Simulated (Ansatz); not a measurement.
```yaml
atoms:
  - { symbol: C, position_ang: [0.0473, -0.0721, -0.1255] }
  - { symbol: H, position_ang: [-0.0184, 0.9109, 0.6502] }
  - { symbol: H, position_ang: [0.1560, -0.8733, 0.5090] }
```

Basis set: cc-pVDZ (spherical functions). Correlated methods keep 1 orbital frozen. Charge 0, multiplicity 1.

Computed with Ansatz (development build ahead of 0.2.0); each method stands on the lowest determinant of its kind that the runs found. Restricted open shells among the atoms or ions are ROHF, correlated in semicanonical orbitals with singles.

The atomization energy at this shape (free ground-state atoms in the same class of orbitals less the molecule, no zero-point energy) of singlet CH2:

```json
{"method": "RHF-MP2", "atomization energy": "150.89 kcal/mol"}
```

**Question.** What does RHF give?

**Answer.** 116.21 kcal/mol. Caution: another spin multiplicity may lie lower; the shape is not the minimum.
